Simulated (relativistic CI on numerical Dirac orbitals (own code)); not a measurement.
## Slater and spin-orbit integrals, S¹⁴⁺

Computed by Dirac-Coulomb-Breit CI, orbitals from a KLI potential per configuration, QED by a radiative potential, unscaled Slater integrals (own radial code, finite nucleus).

Slater integrals F^k, G^k are unscaled and averaged over j, outside the closed core (none); ζ comes from projecting the Hamiltonian with its Breit term on Σ l·s of the shell.

- 1s2s: G^0(1s,2s) = 71566 cm⁻¹; <r>(1s) = 0.09377, <r^2>(1s) = 0.01176, <r>(2s) = 0.3886, <r^2>(2s) = 0.1762 (bohr units).
- 1s2p: G^1(1s,2p) = 159550, ζ(2p) = 12781 cm⁻¹; <r>(1s) = 0.09379, <r^2>(1s) = 0.01177, <r>(2p) = 0.3289, <r^2>(2p) = 0.1301 (bohr units).
- 1s3s: G^0(1s,3s) = 18845 cm⁻¹; <r>(1s) = 0.09355, <r^2>(1s) = 0.0117, <r>(3s) = 0.8819, <r^2>(3s) = 0.8841 (bohr units).

Averages of the first 10 configurations, taken without configuration mixing, which lowers the lowest level and can move excited configurations by several eV; other configurations of the list can lie among them:

```json
{"Configuration": "1s²", "Parity": "even", "States": "1", "Average energy above the lowest level (eV)": "0.0"}
{"Configuration": "1s2s", "Parity": "even", "States": "4", "Average energy above the lowest level (eV)": "2433.6"}
{"Configuration": "1s2p", "Parity": "odd", "States": "12", "Average energy above the lowest level (eV)": "2450.1"}
{"Configuration": "1s3s", "Parity": "even", "States": "4", "Average energy above the lowest level (eV)": "2875.4"}
{"Configuration": "1s3p", "Parity": "odd", "States": "12", "Average energy above the lowest level (eV)": "2880.1"}
{"Configuration": "1s3d", "Parity": "even", "States": "20", "Average energy above the lowest level (eV)": "2882.0"}
{"Configuration": "1s4s", "Parity": "even", "States": "4", "Average energy above the lowest level (eV)": "3028.2"}
{"Configuration": "1s4p", "Parity": "odd", "States": "12", "Average energy above the lowest level (eV)": "3030.1"}
{"Configuration": "1s4d", "Parity": "even", "States": "20", "Average energy above the lowest level (eV)": "3030.9"}
{"Configuration": "1s4f", "Parity": "odd", "States": "28", "Average energy above the lowest level (eV)": "3031.0"}
```
